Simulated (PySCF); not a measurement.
A structure optimised at PBE-D3(BJ)/def2-SVP, used in a PySCF frequency run:

```
C
H 1 1.1114
H 1 1.1140 2 106.52
C 1 1.5319 2 109.37 3 -119.00
H 4 1.1116 1 109.90 2 -63.93
O 4 1.4157 5 105.64 1 -122.67
H 6 0.9750 4 107.02 5 -178.98
H 4 1.1197 5 106.07 6 -118.98
Si 1 1.9073 2 108.38 3 115.04
H 9 1.5071 1 109.44 2 -55.53
H 9 1.5089 10 107.75 1 119.82
Si 9 2.3548 10 109.36 11 118.29
H 12 1.5059 9 111.06 10 -53.73
H 12 1.5069 13 108.30 9 121.77
H 12 1.5071 13 108.53 14 117.11
```

Problem. Write its SMILES and formula.

Solution. OCC[SiH2][SiH3], C2H10OSi2

Problem. What are its rotational constants (standard atomic weights)?

Solution. 4.9527, 1.2869, 1.0870 GHz
